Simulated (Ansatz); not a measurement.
```yaml
crystal:
  periodic: [false, false, false]
  atoms:
    - {symbol: F, position_ang: [2.400558, -0.593750, -1.224080]}
    - {symbol: B, position_ang: [1.479072, 0.002209, -0.567393]}
    - {symbol: O, position_ang: [0.300642, -0.628319, -0.434872]}
    - {symbol: Ge, position_ang: [-1.203220, -0.081613, 0.402096]}
    - {symbol: H, position_ang: [1.716296, 1.097870, -0.093305]}
    - {symbol: H, position_ang: [-0.871426, 1.337002, 0.972789]}
    - {symbol: H, position_ang: [-1.396529, -1.109983, 1.522408]}
    - {symbol: H, position_ang: [-2.298687, -0.016030, -0.650545]}
basis:
  gaussian: {orbitals: STO-3G}
total_charge: 3
magnetization: {spin_polarized: true, initial_magnetization: 1}
hamiltonian: {xc: {name: SPW92}}
output: {forces: true}
```

```sh
$ ansatz run in.yaml --threads 2 --pin off --events-out ev --progress --plain --max-ram 4352MiB
```

Shortened log:

```
Functional definition: SPW92
449 factors; integrals over basis functions are off by at most 7.1e-5 eV
mean field evaluation 1: about -60191.7923 eV, gradient 3.8e2 eV
mean field evaluation 2: about -60374.0792 eV, gradient 1.1e2 eV
mean field evaluation 4: about -60624.3933 eV, gradient 1.3e2 eV
mean field evaluation 8: about -61092.6530 eV, gradient 6.4e1 eV
mean field evaluation 16: about -61119.7737 eV, gradient 8.9e-1 eV
mean field evaluation 32: about -61116.3747 eV, gradient 1.7e1 eV
mean field evaluation 64: about -61117.5950 eV, gradient 9.9e0 eV
mean field evaluation 96: about -61117.7947 eV, gradient 4.4e0 eV
mean field evaluation 128: about -61119.6717 eV, gradient 5.4e-1 eV
mean field -61119.78282718 eV, -2246.1105904223 hartree, gradient 2.4e-5 eV, S^2 1.418633; 8 other end points of the search recorded, 0 dependent functions left out
reference -61119.78284808 eV, -2246.1105911902 hartree; 28, 27 occupied and 9, 10 virtual orbitals, 449 factors
Total energy: -61119.78284808 eV, -2246.1105911902 hartree
Atom 0 at     2.400558    -0.593750    -1.224080 Å, force     3.900454    -0.815679    -1.923598 eV/Å
Atom 1 at     1.479072     0.002209    -0.567393 Å, force     1.117035    -1.106142    -0.957413 eV/Å
Atom 2 at     0.300642    -0.628319    -0.434872 Å, force    -5.343554     1.064423     2.520121 eV/Å
Atom 3 at    -1.203220    -0.081613     0.402096 Å, force     1.226132    -0.954148    -0.897484 eV/Å
Atom 4 at     1.716296     1.097870    -0.093305 Å, force     0.896371     2.157379     0.768448 eV/Å
Atom 5 at    -0.871426     1.337002     0.972789 Å, force    -0.194511     0.330576     0.243286 eV/Å
Atom 6 at    -1.396529    -1.109983     1.522408 Å, force    -0.507841    -0.658560     0.809872 eV/Å
Atom 7 at    -2.298687    -0.016030    -0.650545 Å, force    -1.094085    -0.017850    -0.563231 eV/Å
Dipole moment:     0.312074     0.557075     0.179430 e Å
```

In this input the charge is far from anything that the molecule holds. The calculation finished and met its thresholds. The result belongs to that input, not to the molecule as meant.
